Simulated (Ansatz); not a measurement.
**Ligand exchange: InH2F + C2H2O → InH2(OH) + C2HF**

Species: InH2F `[F][InH2]`, singlet; C2H2O (ethynol) `C#CO`, singlet; InH2(OH), singlet; C2HF (fluoroacetylene) `C#CF`, singlet. The partners trade F for OH: In–F and C–OH bonds give way to In–OH and C–F.

Shapes, held fixed at every level: PBE0-D4/def2-TZVP. Programs: Ansatz 0.2.0. The zero-point and thermal change to 298 K, harmonic and unscaled (PBE0-D4/def2-TZVP), is -0.1 kJ/mol.

```csv
level,kind,ΔH(298 K) (kJ/mol),less CCSD(T)/def2-TZVPP
HF/def2-SVP,Hartree–Fock,+97.5,+22.7
SPW92/def2-TZVPP,LDA,+77.3,+2.5
BHLYP-D4/def2-TZVPP,global hybrid,+86.0,+11.2
wB97M-V/def2-TZVPP,range-separated hybrid,+80.5,+5.7
MP2/def2-SVP,perturbation theory,+84.1,+9.3
CCSD/def2-TZVPP,coupled cluster or CI,+76.6,+1.8
CCSD(T)/def2-TZVPP,coupled cluster or CI,+74.8,0.0
```

The highest level, CCSD(T)/def2-TZVPP, gives ΔH(298 K) = +74.8 kJ/mol; the levels span +74.8 to +97.5. The column of differences is taken from that level and isn't an error. No measured value is set beside it here. For atoms past krypton def2 sets carry core potentials with scalar relativity. Correlated rows may include outer-core shells of In, which these sets cover unevenly.
